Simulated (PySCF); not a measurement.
PySCF input for Mg(iPr)(OH) (C3H8MgO), SMILES C[CH](C)[Mg][OH], TDA-PBE/def2-SVPD. The structure is a stationary point at r2SCAN-D4/def2-SVP. The values are those of a single conformer.

```python
import numpy as np
from pyscf import gto, scf, dft, tdscf

mol = gto.M(
    atom='''
    Mg    1.07152190   -0.10560061    0.00000000
    C    -1.02985454   -0.38942166    0.00000000
    C    -1.70803103    0.16437631    1.26036011
    C    -1.70803102    0.16437631   -1.26036012
    H    -1.18229112   -1.48880475   -0.00000000
    H    -2.80045195   -0.03053495    1.25580457
    H    -1.59272420    1.26019236    1.34774450
    H    -1.31040161   -0.27640020    2.19091538
    H    -1.31040161   -0.27640019   -2.19091538
    H    -2.80045195   -0.03053495   -1.25580458
    H    -1.59272420    1.26019236   -1.34774449
    O     2.82934245    0.11908041   -0.00000000
    H     3.77194380    0.26086859   -0.00000000
    ''',
    basis='def2-SVPD',
    charge=0,
    spin=0,
    symmetry=True,
    max_memory=1600,
    verbose=4,
)
mf = dft.RKS(mol, xc='pbe').density_fit(auxbasis='def2-universal-jkfit')
mf.grids.level = 3
mf.conv_tol = 1e-9
mf.max_cycle = 100
mf.kernel()
mf.grids = dft.Grids(mol).set(level=1).build(with_non0tab=True)  # coarser grid for the response kernel
td = tdscf.TDA(mf)
td.singlet = True
td.nstates = 10
td.conv_tol = 1e-4
td.positive_eig_threshold = 1e-6
td.kernel(x0=td.get_init_guess(mf, 15))
td.analyze()
tt = tdscf.TDA(mf)
tt.singlet = False
tt.nstates = 4
tt.conv_tol = 1e-4
tt.positive_eig_threshold = 1e-6
tt.kernel(x0=tt.get_init_guess(mf, 9))
tt.analyze(verbose=3)
```

It prints:

```
PySCF version 2.14.0

[INPUT] verbose = 4
[INPUT] num. atoms = 13
[INPUT] num. electrons = 46
[INPUT] charge = 0
[INPUT] spin (= nelec alpha-beta = 2S) = 0
[INPUT] symmetry True subgroup None
[INPUT] Mole.unit = angstrom
[INPUT] Symbol           X                Y                Z      unit          X                Y                Z       unit  Magmom
[INPUT]  1 Mg     1.071521900000  -0.105600610000   0.000000000000 AA    2.024882927474  -0.199556231487   0.000000000000 Bohr   0.0
[INPUT]  2 C     -1.029854540000  -0.389421660000   0.000000000000 AA   -1.946143028740  -0.735900284373   0.000000000000 Bohr   0.0
[INPUT]  3 C     -1.708031030000   0.164376310000   1.260360110000 AA   -3.227710858959   0.310626207267   2.381735426227 Bohr   0.0
[INPUT]  4 C     -1.708031020000   0.164376310000  -1.260360120000 AA   -3.227710840062   0.310626207267  -2.381735445124 Bohr   0.0
[INPUT]  5 H     -1.182291120000  -1.488804750000   0.000000000000 AA   -2.234206416305  -2.813433230452   0.000000000000 Bohr   0.0
[INPUT]  6 H     -2.800451950000  -0.030534950000   1.255804570000 AA   -5.292087210504  -0.057702692727   2.373126703277 Bohr   0.0
[INPUT]  7 H     -1.592724200000   1.260192360000   1.347744500000 AA   -3.009812529967   2.381418424669   2.546867990889 Bohr   0.0
[INPUT]  8 H     -1.310401610000  -0.276400200000   2.190915380000 AA   -2.476300156089  -0.522320678775   4.140230030297 Bohr   0.0
[INPUT]  9 H     -1.310401610000  -0.276400190000  -2.190915380000 AA   -2.476300156089  -0.522320659878  -4.140230030297 Bohr   0.0
[INPUT] 10 H     -2.800451950000  -0.030534950000  -1.255804580000 AA   -5.292087210504  -0.057702692727  -2.373126722174 Bohr   0.0
[INPUT] 11 H     -1.592724200000   1.260192360000  -1.347744490000 AA   -3.009812529967   2.381418424669  -2.546867971992 Bohr   0.0
[INPUT] 12 O      2.829342450000   0.119080410000   0.000000000000 AA    5.346682343106   0.225029361701   0.000000000000 Bohr   0.0
[INPUT] 13 H      3.771943800000   0.260868590000   0.000000000000 AA    7.127940739251   0.492970189601   0.000000000000 Bohr   0.0

nuclear repulsion = 192.172448632589
point group symmetry = Cs
symmetry origin: [ 8.21620183e-10 -4.10810024e-10 -2.46486017e-09]
symmetry axis x: [1.00000000e+00 1.14792818e-10 3.15129432e-10]
symmetry axis y: [ 1.14792819e-10 -1.00000000e+00 -6.65355931e-10]
symmetry axis z: [ 3.15129432e-10  6.65355712e-10 -1.00000000e+00]
num. orbitals of irrep A' = 101
num. orbitals of irrep A" = 67
number of shells = 74
number of NR pGTOs = 242
number of NR cGTOs = 168
basis = def2-SVPD
ecp = {}


******** <class 'pyscf.df.df_jk.DFSymAdaptedRKS'> ********
method = DFSymAdaptedRKS
initial guess = minao
damping factor = 0
level_shift factor = 0
DIIS = <class 'pyscf.scf.diis.CDIIS'>
diis_start_cycle = 1
diis_space = 8
diis_damp = 0
SCF conv_tol = 1e-09
SCF conv_tol_grad = None
SCF max_cycles = 100
direct_scf = False
XC library pyscf.dft.libxc version 7.1.2
    S. Lehtola, C. Steigemann, M. J. T. Oliveira, and M. A. L. Marques,  SoftwareX 7, 1–5 (2018)
XC functionals = pbe
    J. P. Perdew, K. Burke, and M. Ernzerhof,  Phys. Rev. Lett. 77, 3865 (1996)
    J. P. Perdew, K. Burke, and M. Ernzerhof,  Phys. Rev. Lett. 78, 1396 (1997)
    J. P. Perdew, K. Burke, and M. Ernzerhof,  Phys. Rev. Lett. 77, 3865 (1996)
    J. P. Perdew, K. Burke, and M. Ernzerhof,  Phys. Rev. Lett. 78, 1396 (1997)
radial grids:
    Treutler-Ahlrichs [JCP 102, 346 (1995); DOI:10.1063/1.469408] (M4) radial grids

becke partition: Becke, JCP 88, 2547 (1988); DOI:10.1063/1.454033
pruning grids: <function nwchem_prune>
grids dens level: 3
symmetrized grids: True
atomic radii adjust function: <function treutler_atomic_radii_adjust>
small_rho_cutoff = 0
Freeze 0 electrons in irreps []
    46 free electrons in irreps A' A"
Set gradient conv threshold to 3.16228e-05
Initial guess from minao.
tot grids = 153480
init E= -393.788637851708
HOMO (A') = -0.283219596145566  LUMO (A') = -0.0974990362734429  gap/eV = 5.05371
cycle= 1 E= -393.597311588736  delta_E= 0.191  |g|= 1.12  |ddm|= 5.94
HOMO (A") = -0.0379018472392554  LUMO (A') = 0.000269053836197131  gap/eV = 1.03868
cycle= 2 E= -390.789563797285  delta_E= 2.81  |g|= 3.18  |ddm|= 4.95
HOMO (A') = -0.163322448160718  LUMO (A') = -0.0621091418449002  gap/eV = 2.75415
cycle= 3 E= -393.808470639433  delta_E= -3.02  |g|= 0.512  |ddm|= 3.13
HOMO (A') = -0.23036092028372  LUMO (A') = -0.0645671206232805  gap/eV = 4.51148
cycle= 4 E= -393.85060543466  delta_E= -0.0421  |g|= 0.374  |ddm|= 1.77
HOMO (A') = -0.19683104693908  LUMO (A') = -0.0537399808459207  gap/eV = 3.89371
cycle= 5 E= -393.886890140203  delta_E= -0.0363  |g|= 0.0793  |ddm|= 0.769
HOMO (A') = -0.197827892863599  LUMO (A') = -0.0539570748022151  gap/eV = 3.91492
cycle= 6 E= -393.888178580522  delta_E= -0.00129  |g|= 0.0335  |ddm|= 0.129
HOMO (A') = -0.194938208501524  LUMO (A') = -0.0535109279088366  gap/eV = 3.84843
cycle= 7 E= -393.888476658724  delta_E= -0.000298  |g|= 0.00709  |ddm|= 0.0912
HOMO (A') = -0.195138869692675  LUMO (A') = -0.0538330724144545  gap/eV = 3.84513
cycle= 8 E= -393.888487786502  delta_E= -1.11e-05  |g|= 0.0015  |ddm|= 0.0124
HOMO (A') = -0.195169027425264  LUMO (A') = -0.0537786365989588  gap/eV = 3.84743
cycle= 9 E= -393.888488396893  delta_E= -6.1e-07  |g|= 0.000424  |ddm|= 0.00361
HOMO (A') = -0.195198532396735  LUMO (A') = -0.0537907616930577  gap/eV = 3.84790
cycle= 10 E= -393.888488435765  delta_E= -3.89e-08  |g|= 0.000133  |ddm|= 0.00112
HOMO (A') = -0.195184713665342  LUMO (A') = -0.0537915648539156  gap/eV = 3.84750
cycle= 11 E= -393.888488442033  delta_E= -6.27e-09  |g|= 1.15e-05  |ddm|= 0.000488
HOMO (A') = -0.19518332878268  LUMO (A') = -0.0537906564756452  gap/eV = 3.84749
cycle= 12 E= -393.888488442071  delta_E= -3.75e-11  |g|= 3.23e-06  |ddm|= 3.48e-05
HOMO (A') = -0.195183062946674  LUMO (A') = -0.0537908251152959  gap/eV = 3.84748
Extra cycle  E= -393.888488442069  delta_E= 1.93e-12  |g|= 4.19e-06  |ddm|= 1.95e-05
converged SCF energy = -393.888488442069
tot grids = 46728
Overwritten attributes  positive_eig_threshold  of <class 'pyscf.tdscf.rks.TDA'>


******** <class 'pyscf.tdscf.rks.TDA'> for <class 'pyscf.df.df_jk.DFSymAdaptedRKS'> ********
nstates = 10 singlet
deg_eia_thresh = 1.000e-03
wfnsym = None
conv_tol = 0.0001
eigh lindep = 1e-12
eigh level_shift = 0
eigh max_cycle = 100


Excitation energies (eV)
[4.42651583 4.80572798 4.81322142 4.92968241 4.97819381 5.31529621
 5.70340601 5.72443884 5.73910742 6.19241399]

** Singlet excitation energies and oscillator strengths **
Excited State   1:   A'      4.42652 eV    280.09 nm  f=0.1669
      23 -> 24        0.68621
Excited State   2:   A'      4.80573 eV    257.99 nm  f=0.0100
      22 -> 24       -0.63757
      23 -> 25        0.30369
Excited State   3:   A"      4.81322 eV    257.59 nm  f=0.0123
      21 -> 24       -0.67018
      23 -> 26        0.22334
Excited State   4:   A'      4.92968 eV    251.51 nm  f=0.0839
      22 -> 24       -0.30215
      23 -> 25       -0.63308
Excited State   5:   A"      4.97819 eV    249.05 nm  f=0.0925
      21 -> 24       -0.22094
      23 -> 26       -0.66671
Excited State   6:   A'      5.31530 eV    233.26 nm  f=0.0286
      23 -> 27        0.70578
Excited State   7:   A"      5.70341 eV    217.39 nm  f=0.0003
      21 -> 25       -0.70261
Excited State   8:   A'      5.72444 eV    216.59 nm  f=0.0002
      21 -> 26       -0.48176
      22 -> 25        0.51730
Excited State   9:   A"      5.73911 eV    216.03 nm  f=0.0000
      22 -> 26        0.70263
Excited State  10:   A'      6.19241 eV    200.22 nm  f=0.0213
      21 -> 26        0.26498
      22 -> 25        0.24526
      22 -> 27       -0.59427

** Transition electric dipole moments (AU) **
state          X           Y           Z        Dip. S.      Osc.
  1         1.2382      0.0749     -0.0000      1.5388      0.1669
  2         0.0798      0.2807     -0.0000      0.0852      0.0100
  3         0.0000      0.0000      0.3228      0.1042      0.0123
  4        -0.3633      0.7501     -0.0000      0.6947      0.0839
  5        -0.0000      0.0000      0.8707      0.7581      0.0925
  6        -0.4683     -0.0181     -0.0000      0.2196      0.0286
  7         0.0000      0.0000      0.0478      0.0023      0.0003
  8        -0.0252     -0.0214     -0.0000      0.0011      0.0002
  9        -0.0000     -0.0000      0.0089      0.0001      0.0000
 10        -0.2459     -0.2828      0.0000      0.1405      0.0213

** Transition velocity dipole moments (imaginary part, AU) **
state          X           Y           Z        Dip. S.      Osc.
  1         0.1620     -0.0132      0.0000      0.0264      0.1083
  2         0.0099      0.0629      0.0000      0.0041      0.0153
  3        -0.0000      0.0000      0.0615      0.0038      0.0143
  4        -0.0559      0.0576     -0.0000      0.0064      0.0237
  5         0.0000      0.0000      0.0758      0.0057      0.0209
  6        -0.0780     -0.0102      0.0000      0.0062      0.0211
  7        -0.0000      0.0000      0.0096      0.0001      0.0003
  8        -0.0025     -0.0057      0.0000      0.0000      0.0001
  9         0.0000     -0.0000     -0.0003      0.0000      0.0000
 10        -0.0373     -0.0608      0.0000      0.0051      0.0149

** Transition magnetic dipole moments (imaginary part, AU) **
state          X           Y           Z
  1        -0.0000      0.0000     -0.5140
  2         0.0000     -0.0000     -0.5095
  3        -0.0593      0.5973     -0.0000
  4         0.0000      0.0000     -0.6143
  5         0.0169      0.6283      0.0000
  6         0.0000      0.0000     -0.2661
  7         0.0119      0.0652      0.0000
  8         0.0000      0.0000      0.0273
  9        -0.0021      0.0092     -0.0000
 10        -0.0000     -0.0000      0.3754


******** <class 'pyscf.tdscf.rks.TDA'> for <class 'pyscf.df.df_jk.DFSymAdaptedRKS'> ********
nstates = 4 triplet
deg_eia_thresh = 1.000e-03
wfnsym = None
conv_tol = 0.0001
eigh lindep = 1e-12
eigh level_shift = 0
eigh max_cycle = 100


Excitation energies (eV)
[3.52098437 4.56567613 4.58736245 4.63817513]

** Triplet excitation energies and oscillator strengths **
Excited State   1:   A'      3.52098 eV    352.13 nm  f=0.0000
Excited State   2:   A'      4.56568 eV    271.56 nm  f=0.0000
Excited State   3:   A"      4.58736 eV    270.27 nm  f=0.0000
Excited State   4:   A'      4.63818 eV    267.31 nm  f=0.0000
```

The calculation finished and met its thresholds.
